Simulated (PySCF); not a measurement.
## Dipole moment and polarisability of `C=CC[C@@H]1CBCCC1`

Compound: C₈H₁₅B.
Cartesian coordinates in Å at the PBE0-D3(BJ)/def2-SVP level; atoms count from 1:
```
atom  x, y, z in Å
C1    -3.3925   -0.0086   -1.3177
C2    -2.6870   -0.1473   -0.1942
C3    -1.5980    0.7665    0.2679
C4    -0.2388    0.0797    0.4514
C5     0.7773    1.0135    1.1149
B6     2.2753    0.5710    1.0306
C7     2.7167   -0.4514   -0.0658
C8     1.5877   -1.2890   -0.6665
C9     0.3065   -0.4846   -0.8607
H10   -3.2103    0.8263   -2.0025
H11   -4.1776   -0.7173   -1.5944
H12   -2.9023   -1.0022    0.4615
H13   -1.4887    1.6096   -0.4373
H14   -1.8906    1.2086    1.2381
H15   -0.3944   -0.7806    1.1322
H16    0.7973    1.9838    0.5654
H17    0.4723    1.3002    2.1361
H18    3.1090    1.1199    1.7237
H19    3.1304    0.2351   -0.8405
H20    3.5867   -1.0584    0.2352
H21    1.8970   -1.7410   -1.6237
H22    1.3688   -2.1376    0.0061
H23   -0.4638   -1.1105   -1.3390
H24    0.4929    0.3532   -1.5606
```

Level: CAM-B3LYP/def2-SVPD (PySCF), static field, nuclei fixed, core orbitals frozen in the response. The polarisability tensor in these axes (au):

```
x   123.92  -0.34  12.28
y    -0.34  95.16   6.03
z    12.28   6.03 102.16
```

Q: Give the principal values, the mean and the anisotropy Δα = √{½[(α1 − α2)² + (α2 − α3)² + (α1 − α3)²]}.

A: Principal values 90.14, 101.52 and 129.59 au; mean 107.08 au = 15.87 Å³ = 17.66 × 10⁻⁴⁰ C²·m²/J; Δα = 35.16 au (33 % of the mean).

Q: What is the dipole moment?

A: 0.18 D at this geometry.

Q: Find the Langevin capture rate constant for H3+ (3.023 u) meeting this molecule (122.127 u), k = 2.342 × 10⁻⁹ cm³/s × √(α in Å³ / reduced mass in u).

A: The reduced mass is 2.95 u, so k = 5.43 × 10⁻⁹ cm³/s.

Q: Rayleigh depolarisation ratio (linearly polarised light, static tensor)?

A: ρ = 3Δα²/(45ᾱ² + 4Δα²) = 3709.7/(515976 + 4946.2) = 0.00712.

Q: Form Σ f/ω² (atomic units) for the 10 lowest TDDFT singlets, given as eV and f, and set it beside the mean polarisability, which is this sum over all singlets: 5.81, 0.0015; 5.97, 0.0021; 7.22, 0.1584; 7.30, 0.0531; 7.32, 0.2474; 7.58, 0.0054; 7.75, 0.0145; 7.78, 0.0322; 7.90, 0.0096; 7.95, 0.0336.

A: They add up to 7.64 au, 7.1 % of the 107.08 au; the largest single term is 3.42 au, from the state at 7.32 eV. Terms in order: 0.03, 0.04, 2.25, 0.74, 3.42, 0.07, 0.18, 0.39, 0.11, 0.39 au. Higher excitations give the rest. The strengths listed sum to 0.558.

Geometry: PBE0-D3(BJ)/def2-SVP, one conformer, isolated molecule.
